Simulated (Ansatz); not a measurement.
C7H14O3SiZr (`C[O][Zr]1234([OH])([O]C)[C@@H]5[C@H]1[C@H]2[C@@]3([SiH3])[C@@H]54`). Total charge 0; spin multiplicity 1. Correlated methods include outer-core shells of Zr, which these sets cover unevenly. Zr: def2 effective core potential.

```xyz
26

C     2.954    0.607    1.052
O     1.818   -0.164    0.888
Zr    0.032   -0.730    0.422
O    -0.911   -0.957    2.112
O     0.204   -2.494   -0.350
C     0.113   -3.529   -1.263
C    -0.366    0.243   -1.903
C    -1.631   -0.205   -1.453
C    -2.000    0.582   -0.352
C    -0.968    1.528   -0.093
Si   -0.964    2.817    1.239
C     0.032    1.308   -1.079
H     2.899    1.532    0.462
H     3.084    0.888    2.104
H     3.847    0.056    0.735
H    -1.569   -0.649    2.729
H    -0.472   -4.359   -0.851
H     1.109   -3.911   -1.517
H    -0.371   -3.203   -2.194
H     0.199   -0.174   -2.724
H    -2.197   -1.026   -1.868
H    -2.904    0.468    0.228
H    -1.861    2.385    2.344
H    -1.453    4.125    0.726
H     0.413    3.011    1.765
H     0.965    1.849   -1.159
```

Problem. Give the diagnostics of a CCSD(T)/def2-TZVPP run (frozen core, Ansatz). (An estimate is asked.)

Solution. Ansatz gave: T1 = 0.0147, largest single amplitude 0.024, largest double 0.026, (T) share of the correlation energy 4.5 %, 9 CCSD cycles. The RHF solution is stable towards an unrestricted one. T1 lies under the customary mark of 0.02 for closed shells.
